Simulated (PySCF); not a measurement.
## Partial charges of `N[C@]12C[C@](C(F)(F)F)(C1)C2`

Species: C₆H₈F₃N.
Numbering: `[NH2:1][C@:2]12[CH2:3][C@:4]([C:5]([F:6])([F:7])[F:8])([CH2:9]1)[CH2:10]2` (hydrogens: H11, H12 on N1; H13, H14 on C3; H15, H16 on C9; H17, H18 on C10)

Geometry (PBE0-D3(BJ)/def2-SVP, Å), atoms numbered from 1 in this order:
```
atom  x, y, z in Å
N1     2.5212   -0.2465    0.0980
C2     1.1153   -0.1090    0.0641
C3     0.3486    1.0483   -0.6179
C4    -0.7245    0.0728   -0.0992
C5    -2.2060    0.2132   -0.2355
F6    -2.6473    1.3265    0.3603
F7    -2.8430   -0.8210    0.3235
F8    -2.5800    0.2683   -1.5178
C9     0.0582   -0.0227    1.2188
C10    0.1420   -1.0768   -0.6480
H11    2.9536    0.5280    0.5967
H12    2.7943   -1.1058    0.5698
H13    0.3905    2.0317   -0.1243
H14    0.4553    1.1265   -1.7100
H15   -0.1028   -0.9341    1.8153
H16    0.0747    0.8845    1.8426
H17    0.2346   -1.1428   -1.7422
H18   -0.0077   -2.0638   -0.1831
```

Density: PBE0/pcSseg-1 (PySCF); schemes: Mulliken, IAO, Hirshfeld and ESP-fitted. Isolated species at its PBE0-D3(BJ)/def2-SVP geometry (one conformer only).

Task: Do the Mulliken, IAO, Hirshfeld and ESP-fitted schemes agree on where the charge is highest?

Result: The schemes don't all agree: Mulliken C5 (+0.984); IAO C5 (+0.802); Hirshfeld C5 (+0.253); ESP-fitted C2 (+0.606).

Task: At which atom do the 4 schemes differ most?

Result: At N1: from -0.985 (ESP-fitted) to -0.233 e (Hirshfeld), 0.752 e apart.

Task: Tabulate the Mulliken, IAO, Hirshfeld and ESP-fitted charges.

Result: In e:

```tsv
atom	environment	Mulliken	IAO	Hirshfeld	ESP-fitted
N1	primary amine nitrogen	-0.446	-0.558	-0.233	-0.985
C2	sp3 carbon bound to nitrogen	-0.036	+0.154	+0.068	+0.606
C3	four-membered-ring carbon	-0.070	-0.258	-0.075	-0.278
C4	sp3 carbon at a ring junction	-0.556	-0.015	-0.020	+0.073
C5	CF3 carbon	+0.984	+0.802	+0.253	+0.558
F6	fluorine of a CF3 group	-0.274	-0.285	-0.097	-0.193
F7	fluorine of a CF3 group	-0.274	-0.284	-0.097	-0.193
F8	fluorine of a CF3 group	-0.273	-0.284	-0.097	-0.211
C9	four-membered-ring carbon	-0.082	-0.286	-0.088	-0.569
C10	four-membered-ring carbon	-0.071	-0.258	-0.075	-0.294
H11	N–H hydrogen	+0.171	+0.252	+0.117	+0.370
H12	N–H hydrogen	+0.171	+0.252	+0.117	+0.368
H13	methylene hydrogen	+0.125	+0.126	+0.038	+0.101
H14	methylene hydrogen	+0.130	+0.133	+0.041	+0.102
H15	methylene hydrogen	+0.123	+0.125	+0.035	+0.166
H16	methylene hydrogen	+0.123	+0.125	+0.035	+0.165
H17	methylene hydrogen	+0.130	+0.133	+0.041	+0.107
H18	methylene hydrogen	+0.125	+0.126	+0.038	+0.106
```

Mean size of the charges over all atoms: ESP-fitted 0.303 e, IAO 0.248 e, Mulliken 0.231 e, Hirshfeld 0.087 e. Each set sums to the total charge, 0, to within 0.001 e. The Mulliken scheme gives each basis function's population to the atom it is centred on and halves the overlap population of two atoms between them. The IAO scheme counts the electrons in orthogonalised intrinsic atomic orbitals, a minimal basis polarised so that it spans the occupied orbitals exactly.

Task: Sum the charges by element, for elements with more than one atom.

Result: 
```
element  atoms  Mulliken     IAO  Hirshfeld  ESP-fitted
      C      6    +0.169  +0.140     +0.063      +0.095
      F      3    -0.821  -0.853     -0.291      -0.597
      H      8    +1.097  +1.272     +0.461      +1.486
```

Task: How closely do the schemes follow one another over all atoms?

Result: Correlation coefficient and root-mean-square difference: IAO with Hirshfeld 0.99, 0.199 e; Hirshfeld with ESP-fitted 0.92, 0.287 e; IAO with ESP-fitted 0.89, 0.181 e; Mulliken with IAO 0.86, 0.167 e; Mulliken with Hirshfeld 0.85, 0.238 e; Mulliken with ESP-fitted 0.63, 0.308 e.

Task: How many electrons does the ESP-fitted scheme count on F7?

Result: Z − q = 9 − (-0.193) = 9.193.
